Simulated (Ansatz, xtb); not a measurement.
## Relative energy of two isomers of FH7OSi3

Structure a is `F[SiH2]O[SiH2][SiH3]`, a singlet and structure b is `F[Si@H]([SiH3])O[SiH3]`, a singlet. Both are isolated molecules in the gas phase, relaxed with r2SCAN-D4/def2-SVP, each in the lowest conformer that the search found.

**Question.** Estimate which is lower in electronic energy at CCSD(T)/def2-SVP + ΔMP2/def2-TZVPP, and by roughly how much.

**Answer.** The CCSD(T)/def2-SVP + ΔMP2/def2-TZVPP calculation puts structure a lower, by 5.56 kJ/mol.

The same difference at several levels:

```csv
level,geometry,E(b) − E(a) (kJ/mol),departure from the last row (kJ/mol),"job, with rough time for the two"
r2SCAN-D4/def2-SVP,r2SCAN-D4/def2-SVP,+9.29,+3.72,"optimisation, 97 s"
HF/def2-SVP,r2SCAN-D4/def2-SVP,+4.15,−1.41,part of the CCSD(T) run
MP2/def2-SVP,r2SCAN-D4/def2-SVP,+8.79,+3.22,part of the CCSD(T) run
CCSD(T)/def2-SVP,r2SCAN-D4/def2-SVP,+8.43,+2.86,single point
CCSD(T)/def2-SVP + ΔMP2/def2-TZVPP,r2SCAN-D4/def2-SVP,+5.56,,"single point, 26 s"
```

As drawn, both hold the same kinds of bond in the same numbers.

The levels shown agree on the order. The largest departure from CCSD(T)/def2-SVP + ΔMP2/def2-TZVPP is that of r2SCAN-D4/def2-SVP, 3.72 kJ/mol. Levels run at GFN2-xTB geometries aren't shown. The last row adds to CCSD(T) the change of the MP2 difference between the two basis sets, here −2.86 kJ/mol.

With harmonic frequencies from r2SCAN-D4/def2-SVP (ideal gas, rigid rotor, one conformer each, 298.15 K, 1 atm): on the last row, ΔE + ΔZPE = +3.52 kJ/mol. A mode under 50 cm⁻¹ makes harmonic enthalpies and free energies unreliable, so none is given.

The correlated steps freeze 17 core orbitals. Run with Ansatz 0.2.0; the last row on 2 threads of Intel(R) Xeon(R) 6975P-C (Granite Rapids) on a shared host.
